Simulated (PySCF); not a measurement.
Compound: C3H8O2Si.
InChI=1S/C3H8O2Si/c4-2-1-3-5-6/h1,3-4H,2H2,6H3/b3-1-

Torsions of this conformer, `[OH:1][CH2:2]/[CH:3]=[CH:4]\[O:5][SiH3:6]`: O1–C2–C3–C4 -126°, C3–C4–O5–Si6 177°, H–O1–C2–C3 57°.

The closed-shell ground state was solved at several levels (PySCF, density fitting, gas phase, non-relativistic). Isolated species at its PBE0-D3(BJ)/def2-SVP geometry (one conformer only).

```csv
level,basis functions,total energy (Eh),HOMO (eV),LUMO (eV),gap (eV),dipole (D)
PBE0/6-31G,74,-558.4739,-6.50,0.17,6.67,3.79
BLYP/pcSseg-1,149,-558.9409,-5.41,-0.67,4.74,2.70
PBE0/def2-SVP,128,-558.3396,-6.70,0.38,7.08,2.74
BHandHLYP/def2-SVPD,194,-558.6399,-7.94,0.62,8.56,2.92
HF/def2-SVPD,194,-556.6392,-9.50,2.27,11.77,3.01
PBE/pcSseg-1,149,-558.5551,-5.55,-0.83,4.72,2.71
```

Task: What might PBE0/IGLO-III (299 basis functions) give for the same quantities?

Result: Total energy -558.7595 Eh, HOMO -6.83 eV, LUMO -0.02 eV, gap 6.81 eV, dipole 2.67 D.

Task: Over all these levels, which gives the widest orbital gap and which the narrowest?

Result: HF/def2-SVPD (Hartree–Fock, all exact exchange) has the widest, 11.77 eV, and PBE/pcSseg-1 (GGA) the narrowest, 4.72 eV. Functional and basis both differ between the two, so the spread mixes both effects.

Task: How much does the basis alone move the frontier levels among the 3 PBE0 rows (the withheld one included)?

Result: The HOMO by 0.33 eV and the LUMO by 0.40 eV. By rising basis size (HOMO, LUMO in eV): 6-31G -6.50, 0.17; def2-SVP -6.70, 0.38; IGLO-III -6.83, -0.02.

Task: How far do the dipole and the HOMO energy spread over the levels?

Result: The dipole runs from 2.67 to 3.79 D (mean 2.93 D) and the HOMO from -9.50 to -5.41 eV.
